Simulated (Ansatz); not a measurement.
Gas-phase reaction R1 → 2 P1, each structure at its B3LYP-D3(BJ)/def2-TZVP stationary point, reached from a drawn start (curvature not checked).
R1, Cl2 (SMILES ClCl) (charge 0, multiplicity 1, Z-matrix in Å and degrees):
```
Cl
Cl 1 2.0135
```
P1: Cl atom, charge 0, multiplicity 2.

P less R. No zero-point or thermal terms; singlets are restricted closed shells; open shells are unrestricted; no spin–orbit coupling.

Correlated levels freeze the cores.

Run with Ansatz (a quantum-chemistry and plane-wave program) with Gaussian orbitals. All values are computed, each at the level named.

Task: One of these levels gives 60.28 kcal/mol for the reaction energy. Name it.
A. revPBE/def2-TZVPP
B. HF/cc-pV(D+d)Z
C. B2PLYP/def2-TZVPP
D. SCS-MP2/cc-pV(D+d)Z

Result: A, revPBE/def2-TZVPP. The others give 13.62 (HF/cc-pV(D+d)Z), 54.89 (B2PLYP/def2-TZVPP), 43.90 (SCS-MP2/cc-pV(D+d)Z)
